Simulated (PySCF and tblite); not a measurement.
The numbers below are computed, except where a source is named.
## Conformers and averaged properties: C₄H₄F₆, numbered as in [F:1][C:2]([F:3])([F:4])[CH2:5][CH2:6][C:7]([F:8])([F:9])[F:10]

Conformers came from 60 starts (ETKDG, MMFF94s, GFN2-xTB); geometries are GFN2-xTB. Energies: B3LYP-D3(BJ)/def2-SVP (IEF-PCM, tetrahydrofuran), with GFN2-xTB thermal terms (modes under about 100 cm⁻¹ blended into free rotors). Symmetry numbers and mirror images are counted. Conformers within 3 kcal/mol (GFN2-xTB free energy) were kept, 10 at most. GIAO shieldings: B97-2/pcSseg-1 (IEF-PCM, tetrahydrofuran). Shifts are against TMS (¹H), TMS (¹³C) at the same level. Codes: tblite and PySCF.

Torsions listed: C2–C5–C6–C7. Of a mirror pair one member is shown.

```tsv
conformer	shape	symmetry	E(GFN2) kcal/mol	E(DFT) kcal/mol	G(298.15 K) kcal/mol	weight %	dipole D
1	180°	C2h	0.00	0.00	0.00	89.0	0.01
2	-71°	C2 (pair)	2.28	1.31	1.24	11.0	3.48
```

Weights (%) against temperature:

```json
{"T (K)": "180", "1": "97.4", "2": "2.6", "S(mix) cal/mol/K": "0.27"}
{"T (K)": "230", "1": "94.2", "2": "5.8", "S(mix) cal/mol/K": "0.52"}
{"T (K)": "298.15", "1": "89.0", "2": "11.0", "S(mix) cal/mol/K": "0.84"}
{"T (K)": "330", "1": "86.6", "2": "13.4", "S(mix) cal/mol/K": "0.96"}
{"T (K)": "400", "1": "81.8", "2": "18.2", "S(mix) cal/mol/K": "1.20"}
```

Averaged shifts at 298.15 K. ¹H: 2.63 (H5/H6, 4H) ppm. ¹³C: 134.7 (C2/C7), 33.3 (C5/C6) ppm.

Coordinates of conformer 1 (Å):

```xyz
14

F     2.335   -0.938    0.277
C     1.897    0.312    0.072
F     2.672    1.120    0.803
F     2.141    0.595   -1.214
C     0.428    0.469    0.425
C    -0.428   -0.471   -0.425
C    -1.897   -0.311   -0.077
F    -2.672   -1.119   -0.807
F    -2.332    0.940   -0.286
F    -2.145   -0.590    1.210
H     0.151    1.511    0.249
H     0.313    0.244    1.488
H    -0.153   -1.513   -0.248
H    -0.310   -0.248   -1.488
```

Coordinates of conformer 2 (Å):

```xyz
14

F     2.843    0.474    0.175
C     1.538    0.557   -0.129
F     1.142    1.779    0.232
F     1.453    0.490   -1.464
C     0.758   -0.557    0.558
C    -0.634   -0.783   -0.033
C    -1.621    0.334    0.285
F    -1.565    0.713    1.570
F    -2.880   -0.073    0.062
F    -1.439    1.427   -0.458
H     0.697   -0.311    1.620
H     1.346   -1.470    0.442
H    -1.054   -1.700    0.385
H    -0.586   -0.880   -1.119
```

Shifts are unscaled: against experiment ¹³C can be off by 15 ppm or more and ¹H by 0.8 ppm.

Search and properties took 2.2 min on 1 thread of Arm Neoverse N1, shared host (rough), launched as `OMP_NUM_THREADS=1 python ens_run.py task.json out`.


Conformer gaps in def2-SVP on xTB geometries can be 2 kcal/mol too large for S=O, P=O and other polar bonds.